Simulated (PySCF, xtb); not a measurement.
BGeH6NO2, SMILES OB(O)[NH][GeH3]. One conformer was computed; it need not be the lowest.

Harmonic wavenumbers (cm⁻¹) from GFN2-xTB (xtb) at its own minimum, in rising order: 109, 138, 195, 317, 365, 415, 485, 511, 568, 574, 594, 682, 772, 821, 841, 870, 945, 977, 1105, 1284, 1369, 1964, 2052, 2066, 3494, 3639, 3672.

Question: What does PBE-D3(BJ)/def2-SVP (PySCF) give at its own minimum? (An estimate is asked for; the answer gives what the named calculation found.)

Answer: 84, 104, 117, 265, 334, 445, 446, 473, 574, 611, 639, 721, 829, 839, 865, 894, 960, 992, 1146, 1409, 1440, 2078, 2087, 2091, 3565, 3771, 3778. Paired by order, the mean absolute difference is 49 cm⁻¹ and the zero-point energies are 44.1 and 45.1 kcal/mol.
